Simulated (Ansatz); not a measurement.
`C[N](C)[Al]([Cl])[Cl]` + `CO[SiH2]S` → `CO[SiH2]SC` + `C[NH][Al]([Cl])[Cl]`  (substitution at a C–N bond)

Gas-phase electronic energies from Ansatz, PBE0-D4/def2-TZVP geometries. CCSD(T)/CBS adds triple-zeta CCSD(T) − MP2 to the extrapolated MP2 energy (def2 sets, frozen cores). This one scheme is used for every species. Functionals use def2-TZVPP. One conformer a species, not always the lowest.

```csv
species,BLYP-D4 energy (Eh)
`C[N](C)[Al]([Cl])[Cl]`,-1297.61880
`CO[SiH2]S`,-804.72109
`CO[SiH2]SC`,-844.02960
`C[NH][Al]([Cl])[Cl]`,-1258.31973
```

Problem. Work out ΔE.

Solution. ΔE = (-844.02960) + (-1258.31973) − (-1297.61880) − (-804.72109) = -0.00944 Eh = -24.8 kJ/mol. CCSD(T)/CBS gives -23.6 kJ/mol.

Problem. What do rigid-rotor, harmonic-oscillator terms from PBE0-D4/def2-TZVP frequencies (298.15 K, 1 bar) make of the CCSD(T)/CBS value? (An estimate is asked.)

Solution. Ansatz gave: ΔZPE = +5.4 kJ/mol, ΔH = -17.8 kJ/mol, ΔS = 15 J/(mol·K), ΔG = -22.3 kJ/mol.

Largest T1 diagnostic among the species: 0.011.

At CCSD(T), def2-SVP lies +17.3 kJ/mol from the extrapolated value and def2-TZVPP +4.2 kJ/mol. Leaving LDA and LC-ωPBE aside and taking each functional with its dispersion term where it has one, the values, not all of them listed here, spread over 4.3 kJ/mol, from revPBE-D4 to CAM-B3LYP-D4. LDA lies +9.3 kJ/mol from PBE without D4.
